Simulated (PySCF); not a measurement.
Cartesian coordinates (Å):
```xyz
4

O     -1.8752    -0.0041    -0.0084
C     -0.7555    -0.3507    -0.0196
Se     0.8970     0.7867     0.0402
H      1.7336    -0.4319    -0.0122
```
Charge 0, spin multiplicity 2.

### Question
Give the dipole moment, highest occupied spin orbital and total energy at the level PySCF with PBE-D3(BJ)/def2-TZVP.

### Answer

```json
{
 "dipole_moment": "1.50 D",
 "highest_occupied_spin_orbital": "-5.23 eV",
 "total_energy": "-2515.0042 Ha"
}
```
